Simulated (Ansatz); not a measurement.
methyl formate (C$_{2}$H$_{4}$O$_{2}$), singlet, at a GFN2-xTB geometry. Base run: MP2/def2-SV(P) in Ansatz (a program for electronic structure).

Input for Ansatz:
Ansatz 0.2 input:
```yaml
crystal:
  periodic: [false, false, false]
  atoms:
    - {symbol: C, position_ang: [-0.91982122, -0.08309295, 0.01210331]}
    - {symbol: O, position_ang: [-0.73577669, -1.26344773, 0.02384941]}
    - {symbol: O, position_ang: [0.00784141, 0.85748876, -0.01005908]}
    - {symbol: H, position_ang: [-1.91236445, 0.39813516, 0.01878171]}
    - {symbol: C, position_ang: [1.36046002, 0.40713364, -0.02142447]}
    - {symbol: H, position_ang: [1.98017944, 1.29959769, -0.01906713]}
    - {symbol: H, position_ang: [1.56131876, -0.20366968, 0.86058411]}
    - {symbol: H, position_ang: [1.55051574, -0.19063563, -0.91469422]}
basis:
  gaussian:
    orbitals: def2-SV_P_.json
magnetization: {spin_polarized: false}
correlation: {method: mp2}
```
The basis file holds def2-SV(P) in the JSON format of the Basis Set Exchange.

Each row names what was changed in the base input (with any setting that the change needs).

```tsv
change	ΔE vs base (mEh)	MP2 correlation (Eh)	basis functions
base	0.000	-0.60606	64
accuracy = high	-0.010	-0.60607	64
method = bccd	-23.596	-0.60606	64
reference functional = pbe0	-24.557	-	64
method = ccsd	-25.374	-0.60606	64
electrons = all	___	___	64
method = ccsd_t	___	-0.60606	64
lower_state_search = off	0.000	-0.60606	64
method = rpa	___	-	64
fitting = cc-pVTZ-JKFIT (mean field), cc-pVTZ-RIFIT (correlation)	0.139	-0.60601	64
```

Task: What belongs in the gaps?

Result: 
- electrons = all, ΔE vs base (mEh): -9.862
- electrons = all, MP2 correlation (Eh): -0.61592
- method = ccsd_t, ΔE vs base (mEh): -43.773
- method = rpa, ΔE vs base (mEh): -58.148
